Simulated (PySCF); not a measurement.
Si(F)2(OH)(SH) (F2H2OSSi), SMILES O[Si](F)(F)S.

The structure is a stationary point at PBE0-D3(BJ)/def2-SVP. Other conformers were not sampled.

Level of theory: PySCF with TDDFT-LC-ωPBE/def2-SVPD.

Vertical excitations. Isolated molecule, no solvent.

Computed lowest excited states:
| state | energy (eV) | λ (nm) | f | main pairs |
|---|---|---|---|---|
| S1 | 6.66 | 186 | 0.001 | HOMO→LUMO+1 58 %, HOMO→LUMO+2 27 % |
| S2 | 7.47 | 166 | 0.055 | HOMO→LUMO 68 %, HOMO→LUMO+2 13 % |
| S3 | 8.59 | 144 | 0.004 | HOMO→LUMO+6 37 %, HOMO→LUMO+5 21 %, HOMO→LUMO+8 21 % |
| S4 | 8.86 | 140 | 0.020 | HOMO−1→LUMO+1 27 %, HOMO→LUMO+6 17 %, HOMO→LUMO+7 12 %, HOMO−1→LUMO+2 9 % |
| S5 | 9.11 | 136 | 0.053 | HOMO−1→LUMO 50 %, HOMO−2→LUMO 17 %, HOMO−2→LUMO+1 15 % |
| S6 | 9.33 | 133 | 0.004 | HOMO→LUMO+3 73 %, HOMO→LUMO+2 12 % |
| S7 | 9.40 | 132 | 0.044 | HOMO−1→LUMO+1 26 %, HOMO−2→LUMO 24 %, HOMO−1→LUMO 9 %, HOMO→LUMO+5 9 % |
| S8 | 9.44 | 131 | 0.007 | HOMO→LUMO+2 36 %, HOMO→LUMO+3 15 %, HOMO→LUMO+1 14 %, HOMO→LUMO+5 11 % |
| S9 | 9.72 | 128 | 0.079 | HOMO→LUMO+4 82 % |
| S10 | 9.98 | 124 | 0.086 | HOMO→LUMO+9 26 %, HOMO−3→LUMO 23 %, HOMO→LUMO+7 6 %, HOMO−3→LUMO+1 6 % |
| T1 | 6.11 | 203 | 0 | HOMO→LUMO+1 57 %, HOMO→LUMO+2 24 % |
| T2 | 6.93 | 179 | 0 | HOMO→LUMO 55 %, HOMO→LUMO+2 14 %, HOMO→LUMO+9 12 %, HOMO→LUMO+8 8 % |
| T3 | 7.80 | 159 | 0 | HOMO−1→LUMO+1 34 %, HOMO−1→LUMO+2 21 %, HOMO→LUMO+6 6 % |
| T4 | 8.24 | 150 | 0 | HOMO→LUMO+6 41 %, HOMO→LUMO+7 17 %, HOMO→LUMO+10 12 %, HOMO−1→LUMO+1 8 % |
Triplets are in the Tamm–Dancoff approximation, which puts them higher than full response would, so one can lie above its singlet here.
